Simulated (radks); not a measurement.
The boron ion B+ inside a hard spherical wall (all orbitals vanish at R), configuration held at [He] 2s2 and not refilled when levels cross. All-electron calculation, scalar-relativistic Kohn-Sham, PBE, spin-unpolarised, spherical densities, point nucleus. Program: a radial shooting solver on a logarithmic mesh with Libxc functionals. Eigenvalues in eV, with the zero of energy where the potential of the charges vanishes at infinity; a dash marks a level that is unbound or too diffuse for the functional's potential to be trusted. A positive occupied level is held by the wall or, in an anion where self-interaction has pushed it up, behind a barrier. The pressure on the wall is -dE/dV.

| R (bohr) | E (hartree) | kinetic (hartree) | e(1s) | e(2s) | e(2p, empty) | e(3s, empty) | pressure (GPa) |
|---|---|---|---|---|---|---|---|
| free | -24.30114 | 24.236 | -193.63 | -19.511 | -13.364 | - | 0 |
| 20 | -24.30114 | 24.236 | -193.63 | -19.511 | -13.364 | - | < 0.0001 |
| 15 | -24.30114 | 24.236 | -193.63 | -19.511 | -13.364 | - | < 0.0001 |
| 12 | -24.30114 | 24.236 | -193.63 | -19.511 | -13.364 | - | < 0.0001 |
| 10 | -24.30114 | 24.236 | -193.63 | -19.511 | -13.364 | -4.184 | < 0.0001 |
| 7 | -24.30104 | 24.237 | -193.62 | -19.504 | -13.352 | -2.773 | 0.0102 |
| 6 | -24.30033 | 24.245 | -193.56 | -19.466 | -13.294 | -0.927 | 0.108 |
| 4 | -24.26057 | 24.496 | -192.04 | -18.265 | -11.815 | 14.000 | 11.1 |
| 2.5 | -23.65365 | 26.632 | -182.99 | -6.632 | -0.695 | 79.768 | 458 |
| 2 | -22.58690 | 29.457 | -174.40 | 10.925 | 13.343 | 153.32 | 2030 |
